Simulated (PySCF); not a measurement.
A structure optimised at B3LYP-D3(BJ)/def2-TZVP, used in a PySCF frequency run:

```
Be
C 1 1.6740
H 2 1.0941 1 112.24
H 2 1.0945 3 107.26 1 -123.35
H 2 1.0952 3 106.97 4 -114.27
Se 1 2.0474 5 152.24 2 179.68
H 6 1.4740 1 90.27 5 168.27
```

**Question.** Write its SMILES and formula.

**Answer.** [CH3][Be][SeH], CH4BeSe

**Question.** What are its rotational constants (standard atomic weights)?

**Answer.** 95.618, 2.4989, 2.4726 GHz
